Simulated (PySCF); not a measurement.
**Electron correlation in Xe (xenon, neutral)**

[Xe], closed-shell 1S. Computed with PySCF 2.14 in x2c-TZVPPall with one added diffuse shell each of s, p, d, f type (9s7p5d3f, 76 functions), with the spin-free X2C one-electron Hamiltonian (Gaussian nucleus). Frozen: [Kr] 4d10; 8 electrons correlated.

```tsv
level	correlation energy (mhartree)
CCSD	-149.24
(T)	-4.62
CCSD(T)	-153.86
```

Diagnostics: T1 = 0.0041, D1 = 0.0069, largest double amplitude 0.040.

Cost of the coupled-cluster step: about 1.2 core-seconds, for 8 correlated electrons.
